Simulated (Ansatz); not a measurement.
Program: Ansatz. Geometries: PBE0-D4/def2-TZVP. ΔE: electronic, gas phase. CCSD(T)/CBS adds triple-zeta CCSD(T) − MP2 to the extrapolated MP2 energy (def2 sets, frozen cores). DFT in def2-TZVPP. B3LYP here is the variant with VWN-RPA as its local correlation; programs differ in this. For Br, Ga outer-core shells are correlated without core-valence functions, which leaves a few kJ/mol of doubt a bond. Scalar relativity is left out up to krypton. Each species was taken in one conformer, which may not be the lowest.

Consider the redistribution: `[OH][Ga]([Cl])[O][SiH3]` + `C[N](C)[GaH][Br]` → `C[N](C)[Ga]([OH])[Cl]` + `[SiH3][O][GaH][Br]`.

`[OH][Ga]([Cl])[O][SiH3]`:

```xyz
9

O    -0.365    1.190    2.695
Ga   -0.313    1.058    0.937
Cl   -0.794    2.733   -0.261
O     0.141   -0.475    0.190
Si    0.321   -1.072   -1.326
H    -0.129    0.367    3.132
H    -0.979   -1.077   -2.049
H     1.294   -0.260   -2.105
H     0.824   -2.464   -1.212
```

`C[N](C)[GaH][Br]`:

Cartesian coordinates in Å:
```
C 0.655 -0.117 1.214
N -0.026 0.006 -0.048
C -0.847 1.187 -0.146
Ga 0.099 -1.177 -1.410
Br 1.464 -2.980 -1.023
H -0.058 -0.161 2.049
H 1.318 0.741 1.394
H 1.262 -1.023 1.240
H -1.626 1.200 0.630
H -1.344 1.239 -1.117
H -0.250 2.102 -0.025
H -0.648 -1.017 -2.758
```

`C[N](C)[Ga]([OH])[Cl]`:

Cartesian coordinates in Å:
```
C -1.482 0.685 0.385
N -0.150 0.218 0.100
C 0.890 1.173 0.393
Ga 0.218 -1.408 -0.570
O 1.903 -1.870 -0.885
Cl -1.351 -2.800 -0.995
H -1.596 0.943 1.447
H -1.724 1.584 -0.199
H -2.222 -0.080 0.145
H 0.887 1.453 1.455
H 1.873 0.761 0.158
H 0.762 2.095 -0.191
H 1.992 -2.757 -1.241
```

`[SiH3][O][GaH][Br]`:

Z-matrix (Å, degrees):
```
Si
O 1 1.640
H 1 1.488 2 111.0
H 1 1.488 2 111.0 3 120.8
H 1 1.485 2 108.0 3 -119.6
Ga 2 1.768 1 137.3 3 -59.5
Br 6 2.282 2 114.8 1 0.0
H 6 1.543 2 121.4 1 180.0
```

(1) Is it downhill or uphill in electronic energy at CCSD(T)/CBS, and by how much? (Best estimate.)

(2) What do these levels give: r2SCAN-D4, PBE0-D4, B3LYP-D4, B2PLYP, PBE, B3LYP, MP2/def2-TZVPP, SCS-MP2/def2-TZVPP, HF/def2-QZVPP, MP2/def2-QZVPP, HF/CBS(def2), CCSD/CBS(def2)? (Best estimate.)

Largest T1 diagnostic among the species: 0.013.

## Answers

(1) Ansatz gave: Nearly level: ΔE = -0.5 kcal/mol.

(2) Computed: r2SCAN-D4 -0.7, PBE0-D4 -0.8, B3LYP-D4 -1.0, B2PLYP -0.5, PBE -0.5, B3LYP -0.8, MP2/def2-TZVPP -0.3, SCS-MP2/def2-TZVPP -0.4, HF/def2-QZVPP -1.1, MP2/def2-QZVPP -0.4, HF/CBS(def2) -1.1, CCSD/CBS(def2) -0.7 kcal/mol.

In def2-TZVPP, CCSD(T) changes the Hartree–Fock value by +0.9 kcal/mol (the triples alone add +0.2 kcal/mol) and MP2 by +0.9 kcal/mol.
